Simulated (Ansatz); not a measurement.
The cluster HAu₂⁺, relaxed as a singlet with RKS PBE-D4/def2-TZVP in Ansatz, starting from the GFN2-xTB geometry. Force threshold 0.02 eV/Å.

In the def2 sets Au takes a core potential; there is no spin–orbit coupling. The structure comes from a short search, and lower isomers may exist.

Start:

Cartesian coordinates in Å:
```
Au -1.184 -0.525 0.389
Au 1.234 -0.018 -0.552
H -0.050 0.543 0.163
```

Q: Estimate the energy that the relaxation releases and the steps that it takes.

A: 0.23 eV, in 4 steps; 3.6 s on 4 threads of Arm Neoverse V1 on a shared host. No frequencies were taken in this run, so the end may be a saddle point.

Q: Does the start keep its bonding?

A: By distances, no bond broke or formed. The bond that changes most is Au2–H3, from 1.57 to 1.71 Å (atoms count from 1).

Q: Predict the relaxed structure.

A: 
```xyz
3

Au   -1.164   -0.601    0.361
Au    1.229   -0.099   -0.571
H    -0.065    0.699    0.210
```
Bond lengths (bridged metal pairs left out): 2 × Au–H 1.71 Å.
